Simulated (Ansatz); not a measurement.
F2Ge (SMILES [F][Ge][F]), singlet, geometry from GFN2-xTB. Base run: R2SCAN/6-31G* (Ansatz, a program for electronic structure).

Geometry (Å):
```xyz
3

Ge     0.0133    -0.0112     0.4389
F      0.6247     1.1709    -0.7706
F     -0.6721    -1.1311    -0.7900
```
Charge 0, spin multiplicity 1.
All else is at Ansatz's defaults.

Variants of this job, named by their change:

```tsv
change	E (Eh)
base	-2276.37726
functional = blyp	-2276.53207
functional = b3lyp	-2276.52128
functional = hse06	-2276.01465
functional = blyp; dispersion = d3bjatm	-2276.53448
functional = pbe	-2275.98065
functional = b3lyp5	-2276.32516
functional = pbe0	-2276.02163
functional = b3lyp; dispersion = d3bj	-2276.52327
functional = revpbe	-2276.25311
functional = wB97X-V	-2276.21276
functional = wB97X	-2276.47677
functional = hf	-2274.02281
```

Total energies compare only within one method and basis.
